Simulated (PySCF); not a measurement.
# Löwdin shares of the frontier orbitals

C₄H₈Si₂.
Geometry (PBE0-D3(BJ)/def2-SVP, Å), atoms numbered from 1 in this order:
```
atom  x, y, z in Å
C1    -0.0873    1.6554    0.2533
C2     1.1681    1.1688    0.2856
Si3    1.6233   -0.6340    0.0601
C4     0.0906   -1.6492   -0.2974
C5    -1.1646   -1.1623   -0.3305
Si6   -1.6273    0.6270   -0.0264
H7    -0.2267    2.7371    0.3992
H8     1.9928    1.8767    0.4566
H9     2.6091   -0.7794   -1.0582
H10    2.3030   -1.1496    1.2919
H11    0.2348   -2.7221   -0.4946
H12   -1.9845   -1.8614   -0.5530
H13   -2.3984    1.1642   -1.1927
H14   -2.5343    0.7280    1.1619
```

Level of theory: TDDFT wB97X-D/def2-SVPD, vertical, gas phase, core orbitals frozen in the response (PySCF 2.14.0, density-fitted response routines).

Kohn–Sham orbitals with the atoms that hold most of them (Löwdin shares over 4%, at most four atoms; ? is withheld):

| orbital | ε (eV) | atoms |
| --- | --- | --- |
| LUMO+2 | 1.91 | Si6 22%, Si3 22%, C1 8%, C5 8% |
| LUMO+1 | 0.99 | C1 17%, C2 17%, C4 17%, C5 17% |
| LUMO | 0.78 | ? |
| HOMO | ? | ? |
| HOMO-1 | -9.87 | C4 14%, C1 14%, C2 14%, C5 14% |
| HOMO-2 | -10.01 | C5 21%, C4 21%, C1 21%, C2 21% |
| HOMO-3 | -10.90 | Si3 15%, Si6 15%, C4 10%, C1 10% |

(1) Give the leading atoms of the HOMO.

(2) Give the leading atoms of the LUMO.

(3) What is the HOMO energy, and the HOMO–LUMO gap?

Results:

(1) C1 (bonded to C, Si and H) 14%; C2 (bonded to C, Si and H) 14%; C5 (bonded to C, Si and H) 14%; C4 (bonded to C, Si and H) 14%.

(2) C4 (bonded to C, Si and H) 15%; C5 (bonded to C, Si and H) 15%; C2 (bonded to C, Si and H) 15%; C1 (bonded to C, Si and H) 15%.

(3) ε(HOMO) = -9.56 eV; the gap is 10.34 eV (0.3800 hartree).

How does S1 compare with the orbital gap of 10.34 eV?

S1 is at 5.70 eV (f = 0.0001), 4.64 eV below the gap, made of HOMO-1→LUMO (88%), HOMO-3→LUMO+1 (11%). Its leading pair isn't HOMO and LUMO; the energies of that pair differ by 10.65 eV. 

Give energy, strength and leading configuration of S1, S2, S3, S4, S5 and S6, and follow the Löwdin shares of the leading atoms from the occupied to the empty orbital.

- S1 (5.70 eV, f 0.0001), HOMO-1→LUMO (88%): C4 14% → 15%, C1 14% → 15%, C5 14% → 15%
- S2 (5.89 eV, f 0.0026), HOMO-1→LUMO+1 (86%): C4 14% → 17%, C1 14% → 17%, C2 14% → 17%
- S3 (6.27 eV, f 0.0000), HOMO→LUMO+1 (77%): C1 14% → 17%, C2 14% → 17%
- S4 (6.55 eV, f 0.277), HOMO→LUMO (88%): C1 14% → 15%, C2 14% → 15%, C4 14% → 15%, C5 14% → 15%
- S5 (6.66 eV, f 0.0000), HOMO-2→LUMO (77%): C5 21% → 15%, C4 21% → 15%
- S6 (7.25 eV, f 0.619), HOMO-2→LUMO+1 (87%): C5 21% → 17%, C4 21% → 17%, C1 21% → 17%, C2 21% → 17%
